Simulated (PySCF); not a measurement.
Species: H8NOSi3 (doublet state).
Structure used (GFN2-xTB), in Å, numbered top down from 1:
```xyz
13
H8NOSi3 angstrom
Si     1.915    1.205    0.203
O      1.509   -0.316   -0.201
Si     0.457   -1.368   -0.822
N     -1.142   -0.826   -0.453
Si    -1.692    0.624    0.316
H      3.297    1.068    0.646
H      1.707    2.090   -0.937
H      0.756   -2.630   -0.151
H      0.658   -1.399   -2.272
H     -1.863   -1.458   -0.756
H     -1.348    1.801   -0.491
H     -1.109    0.750    1.654
H     -3.148    0.459    0.385
```

The hyperfine couplings belong to this conformer and change with its torsions.

Identity: `N([SiH3])[SiH2]O[SiH2]` [radical].

Theory: UKS B3LYP, pcH-1 on H N O Si, non-relativistic, mean-field spin-orbit, GIAO in PySCF. One conformer (not necessarily the lowest) at the GFN2-xTB geometry, without solvent, vibrations or thermal averaging. Couplings are sensitive to structure, and on GFN2-xTB geometries they can be far from those on DFT ones, by a factor of two or more for some ions and for spin on atoms past the first row. Stability of the SCF solution: not tested.

Task: The isotropic 29Si couplings are -574.8, -11.2, +2.4 MHz. Assign them to Si1; Si3; Si5.

Result: 
| site | a_iso (MHz) | ρ(0) (bohr⁻³) | position | distance from Si1 (Å) | spin population | largest \|T\| (MHz) |
| --- | --- | --- | --- | --- | --- | --- |
| Si1 | -574.8 | +0.6479 | largest spin population | 0.00 | +0.85 | 157.5 |
| Si3 | +2.4 | -0.0027 | 2 bonds from Si1 | 3.13 | 0.00 | 0.7 |
| Si5 | -11.2 | +0.0126 | 4 bonds from Si1 | 3.66 | 0.00 | 0.9 |

ρ(0) is the spin density at the nucleus and T the dipolar tensor; a_iso includes a spin–orbit part; entries for several nuclei are means. The largest Mulliken spin population is on Si1 (+0.85). The angles at Si1 add up to 328.3°, so it is pyramidal.

Class means assume fast exchange of nuclei equivalent by connectivity; if that motion is slow, each nucleus keeps its own coupling. The three 1H nuclei of mean +7.9 MHz run from 2.7 to 10.8 MHz in the frozen geometry.

Hardware: one thread of an AMD EPYC 9R45, shared host. Cost: 32 s of wall time (with the writing of density and orbital grids), 0.79 GiB resident at most.
